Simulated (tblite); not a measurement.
Species: C7H12O (charge +1 and doublet state).
Atom-mapped SMILES: `[CH2+:1][CH:2][CH2:3][C@@:4]1([CH3:5])[CH2:6][CH2:7][O:8]1` (hydrogens: H9, H10 on C1; H11 on C2; H12, H13 on C3; H14, H15, H16 on C5; H17, H18 on C6; H19, H20 on C7)

Computed geometry: GFN2-xTB, gas phase. This method treats the open shell by occupation alone, without spin polarisation.

Question: Give the optimised bond lengths and angles.

Answer: 
```
                  bond  length (pm)   order
                 C1–C2        134.2  single
                 C2–C3        147.2  single
                 C3–C4        158.7  single
                 C4–C5        152.2  single
                 C4–C6        153.4  single
                 C6–C7        152.5  single
                 C7–O8        141.2  single
                 C4–O8        140.4  single
                 C1–H9        107.9  single
                C1–H10        107.8  single
                C2–H11        108.3  single
                C3–H12        109.2  single
                C3–H13        109.0  single
C5–H14, C5–H15, C5–H16        108.7  single
                C6–H17        108.7  single
                C6–H18        108.9  single
                C7–H19        109.7  single
                C7–H20        109.7  single
```

Bonds in one row agree within 1 pm and their mean is given. Orders are formal, as drawn. A selection of angles:
```
   angle  degrees
C1–C2–C3    123.5
C2–C3–C4    111.2
C3–C4–C5    108.9
C3–C4–C6    112.6
C3–C4–O8    110.4
C5–C4–C6    118.4
C5–C4–O8    114.2
C6–C4–O8     91.2
C4–C6–C7     84.0
C6–C7–O8     91.3
C4–O8–C7     93.2
```

Dihedral angles: C1–C2–C3–C4 -113° (anticlinal); C2–C3–C4–C5 65° (synclinal); C3–C4–C6–C7 109° (anticlinal); C4–C6–C7–O8 3° (synperiplanar); C6–C7–O8–C4 -4° (synperiplanar); C3–C4–O8–C7 -111° (anticlinal).

C2 (carbon bonded to 2 C and H) is planar (angles 123.5°, 120.6° and 115.9°, sum 360.0°, 0.00 Å off the plane of its three neighbours). The 4-membered ring C4–C6–C7–O8 has internal angles of 84.0° to 93.2°; it is almost planar, 0.02 Å rms from its mean plane, widest ring torsion 4°. C1 (carbon bonded to C and 2 H) is planar (angles 122.0°, 121.5° and 116.5°, sum 360.0°, 0.01 Å off the plane of its three neighbours). Of the pairs four or more bonds apart, C2···H14 is among the closest relative to their van der Waals radii: 2.67 Å, 92 % of the sum of Bondi's values. The 6 C–C bonds span 1.342 Å (C1–C2, drawn single) to 1.587 Å (C3–C4, drawn single), a spread of 0.245 Å.

Point group: C1 (no symmetry element, even within 0.4 Å). Its GFN2-xTB frequencies are all real (lowest 67 cm⁻¹). Torsions: H–C1–C2–C3 6° and -172°, C1–C2–C3–C4 -113°, C2–C3–C4–C5 65°.

Time: 0.68 s of wall time. Hardware: Arm Neoverse V2, one thread, shared host with 96 logical CPUs at a one-minute load of 39. That covers the optimisation of the geometry.

One conformer stands for the species.
